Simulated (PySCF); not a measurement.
C4H9 (SMILES C[CH-]CC), charge -1, singlet, geometry from GFN2-xTB (in this run its highest filled SCF level lies above zero, so its values depend strongly on the basis, on diffuse functions most of all). Base run: B3LYP/6-31G run with PySCF.

Here is a job for PySCF.
```python
from pyscf import gto, scf, dft

mol = gto.M(
    atom='''
C     0.70662520    1.78950852   -0.02822001
C     0.78602574    0.26565315   -0.08582565
C    -0.64172601   -0.27736893   -0.00826500
C    -0.66882494   -1.80509364   -0.00683784
H     1.71078327    2.23072488    0.02412519
H    -1.69125093   -2.20259065   -0.00665062
H     0.12575311    2.23234389    0.83033153
H     0.22921895    2.18462261   -0.93764008
H    -0.15478529   -2.18759156    0.87555392
H    -0.14825457   -2.18375501   -0.88551638
H     1.28910472   -0.05023313    0.88023266
H    -1.20680019    0.07473592   -0.88882647
H    -1.24636903    0.06554843    0.88328128
''',
    basis='6-31g',
    charge=-1,
    verbose=5,
)

mf = dft.RKS(mol)
mf.xc = 'b3lyp'
mf.kernel()
mf.analyze()
```

The base run was repeated with changes; each row names its change, and settings that it needs were set with it.

| change | ΔE vs base (µEh) | fitting functions |
|---|---|---|
| base | 0.0 | - |
| auxbasis = autoaux | -5508 | 405 |
| auxbasis = cc-pvqz-jkfit | -24.4 | 883 |
| only_dfj = on; auxbasis = def2-universal-jfit | -194 | 295 |
| auxbasis = cc-pvdz-jkfit | -102 | 487 |
| exchange = seminumerical (SGX) (with mf = sgx.sgx_fit(mf, auxbasis='def2-universal-jfit'); with mf.with_df.dfj = True) | -194 | 295 |
| auxbasis = def2-universal-jfit | -3.3 | 295 |
| auxbasis = def2-universal-jkfit | -50.1 | 462 |
| auxbasis = even-tempered beta=3.0 | -8598 | 245 |
| auxbasis = def2-tzvp-ri | -176 | 439 |

A fitting set is made for a task (jfit for Coulomb, jkfit for Coulomb and exchange, ri for correlation) and for a family of orbital bases.
